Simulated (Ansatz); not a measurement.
Input (CCSDT(Q)/aug-cc-pVDZ; Ansatz, a program for electronic structure):

Ansatz 0.2 input:
```yaml
crystal:
  periodic: [false, false, false]
  atoms:
    - {symbol: O, position_ang: [-1.25481271, 0.72747206, -0.00013333]}
    - {symbol: Se, position_ang: [0.02740695, -0.38266873, -0.00018516]}
    - {symbol: O, position_ang: [1.13833316, 0.89887003, 0.00092026]}
basis:
  gaussian:
    orbitals: aug-cc-pVDZ
magnetization: {spin_polarized: true, initial_magnetization: 2}
correlation: {method: ccsdt_q, electrons: outside_noble_gas}
```

Output:

```
Functional definition: HF
integrals: 0.18 GiB planned
1419 factors; integrals over basis functions are off by at most 1.4e-7 eV
mean field: 0.41 GiB planned
mean field evaluation 1: about -69369.6552 eV, gradient 2.5e1 eV
mean field evaluation 2: about -69369.6569 eV, gradient 2.5e1 eV
mean field evaluation 4: about -69372.6614 eV, gradient 3.1e0 eV
mean field evaluation 8: about -69372.7987 eV, gradient 2.1e-1 eV
mean field evaluation 16: about -69372.8005 eV, gradient 4.0e-3 eV
mean field evaluation 32: about -69372.9255 eV, gradient 1.2e0 eV
mean field evaluation 64: about -69372.7916 eV, gradient 4.5e-1 eV
mean field evaluation 96: about -69373.8732 eV, gradient 1.0e0 eV
mean field evaluation 128: about -69372.7994 eV, gradient 2.0e-1 eV
mean field evaluation 160: about -69365.3303 eV, gradient 1.2e1 eV
mean field evaluation 192: about -69362.9271 eV, gradient 7.0e-1 eV
mean field evaluation 224: about -69371.9876 eV, gradient 1.0e-1 eV
mean field evaluation 256: about -69371.2871 eV, gradient 2.9e0 eV
mean field evaluation 288: about -69369.0590 eV, gradient 6.8e-3 eV
mean field evaluation 320: about -69368.7716 eV, gradient 3.1e-3 eV
mean field evaluation 352: about -69373.8921 eV, gradient 4.3e-3 eV
mean field evaluation 384: about -69371.9879 eV, gradient 1.6e-3 eV
mean field -69373.89208616 eV, -2549.4435108535 hartree, gradient 1.9e-6 eV, S^2 2.035623; 12 other end points of the search recorded, 0 dependent functions left out
determinant -69373.89208616 eV, -2549.4435108535 hartree, with singles and doubles -69386.92343185 eV, -2549.9224039746 hartree
determinant -69372.80049897 eV, -2549.4033957642 hartree, with singles and doubles -69387.03111266 eV, -2549.9263611712 hartree
determinant -69371.98790052 eV, -2549.3735333219 hartree, with singles and doubles -69385.89340076 eV, -2549.8845510302 hartree
determinant -69371.96640512 eV, -2549.3727433805 hartree, with singles and doubles -69384.22218477 eV, -2549.8231349754 hartree
determinant -69370.46503226 eV, -2549.3175689455 hartree, with singles and doubles -69383.33836932 eV, -2549.7906553568 hartree
determinant -69373.89208616 eV, -2549.4435108535 hartree, with singles and doubles -69386.96170784 eV, -2549.9238105911 hartree
determinant -69372.80049897 eV, -2549.4033957642 hartree, with singles and doubles -69387.03595196 eV, -2549.9265390125 hartree
16 core orbitals not correlated
reference -69372.80049897 eV, -2549.4033957642 hartree; 10, 8 occupied and 56, 58 virtual orbitals, 1419 factors
second order -13.78510860 eV of doubles, -0.00000000 eV of singles
coupled cluster: 4.14 GiB planned
cycle   1  -13.29898593 eV  change    4.9e-1 eV  update   1.8e-1
cycle   2  -14.24614864 eV  change   -9.5e-1 eV  update   1.2e-1
cycle   3  -14.92343894 eV  change   -6.8e-1 eV  update   5.2e-2
cycle   4  -15.00251220 eV  change   -7.9e-2 eV  update   2.6e-2
cycle   5  -14.93587302 eV  change    6.7e-2 eV  update   1.5e-2
cycle   6  -14.94550070 eV  change   -9.6e-3 eV  update   8.8e-3
cycle   7  -14.97592432 eV  change   -3.0e-2 eV  update   5.2e-3
cycle   8  -14.97737315 eV  change   -1.4e-3 eV  update   3.0e-3
cycle   9  -14.97393121 eV  change    3.4e-3 eV  update   1.7e-3
cycle  10  -14.97717305 eV  change   -3.2e-3 eV  update   9.7e-4
cycle  11  -14.97548738 eV  change    1.7e-3 eV  update   6.0e-4
cycle  12  -14.97508426 eV  change    4.0e-4 eV  update   3.8e-4
cycle  13  -14.97578615 eV  change   -7.0e-4 eV  update   1.8e-4
cycle  14  -14.97572508 eV  change    6.1e-5 eV  update   9.6e-5
cycle  15  -14.97561277 eV  change    1.1e-4 eV  update   6.3e-5
cycle  16  -14.97566641 eV  change   -5.4e-5 eV  update   3.8e-5
cycle  17  -14.97568191 eV  change   -1.6e-5 eV  update   2.3e-5
cycle  18  -14.97566434 eV  change    1.8e-5 eV  update   1.4e-5
cycle  19  -14.97567153 eV  change   -7.2e-6 eV  update   7.7e-6
cycle  20  -14.97568144 eV  change   -9.9e-6 eV  update   4.6e-6
cycle  21  -14.97567809 eV  change    3.4e-6 eV  update   2.8e-6
cycle  22  -14.97567601 eV  change    2.1e-6 eV  update   1.8e-6
coupled cluster: 4.14 GiB planned
perturbative correction -0.13389978 eV, -0.0049207262 hartree
Total energy: -69387.91007476 eV, -2549.9586624328 hartree
```

The determinant is spin-contaminated: <S^2> is 2.12, 0.12 over the pure value. The run finds its determinant to be a saddle point of the SCF energy.

This triplet is an excited state, 2.3 eV above the singlet at CCSD(T)/cc-pV5Z (Ansatz).
